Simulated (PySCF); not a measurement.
Isomers of C5H14N2. Method: PySCF, TDDFT PBE0/def2-SVPD, vertical, gas phase, core orbitals frozen in the response. Geometries: GFN2-xTB; one conformer of each isolated species. Triplets are in the Tamm–Dancoff approximation. 'Strongest' means the level of largest summed f among the lowest 6 singlets; it needn't be the same kind of state in each.

Task: Rank by computed HOMO energy, highest first.
A. `CCCNCCN`
B. `CCN(C)CCN`
C. `CN(C)CN(C)C`
D. `CC[C@H](N)CCN`

Result: A (-6.05 eV), C (-6.18 eV), B (-6.32 eV), D (-6.50 eV).

| SMILES | HOMO (eV) | S1 (eV) | f (strongest) | LUMO (eV) | T1 (eV) | S1 mainly |
| --- | --- | --- | --- | --- | --- | --- |
| CCCNCCN | -6.05 | 5.69 | 0.01 | 0.68 | 5.58 | H→L (96%) |
| CN(C)CN(C)C | -6.18 | 5.88 | 0.03 | 0.76 | 5.70 | H→L (94%) |
| CCN(C)CCN | -6.32 | 5.91 | 0.12 | 0.66 | 5.71 | H→L (98%) |
| CC[C@H](N)CCN | -6.50 | 6.02 | 0.04 | 0.59 | 5.78 | H→L (72%) |

H and L stand for HOMO and LUMO.

- `CCCNCCN`: Löwdin shares by element: HOMO nitrogen 55% or more, carbon 24% or more (atoms not listed hold the other 21%); LUMO hydrogen 23% or more, carbon 11% or more, nitrogen 9% or more (atoms not listed hold the other 57%).
- `CN(C)CN(C)C`: Löwdin shares by element: HOMO nitrogen 59%, carbon 10% or more (atoms not listed hold the other 31%); LUMO carbon 38% or more (atoms not listed hold the other 62%).
- `CCN(C)CCN`: Löwdin shares by element: HOMO nitrogen 55% or more, carbon 22% or more (atoms not listed hold the other 23%); LUMO carbon 36% or more (atoms not listed hold the other 64%).
- `CC[C@H](N)CCN`: Löwdin shares by element: HOMO nitrogen 58%, carbon 16% or more (atoms not listed hold the other 26%); LUMO carbon 31% or more, hydrogen 7% or more (atoms not listed hold the other 62%).
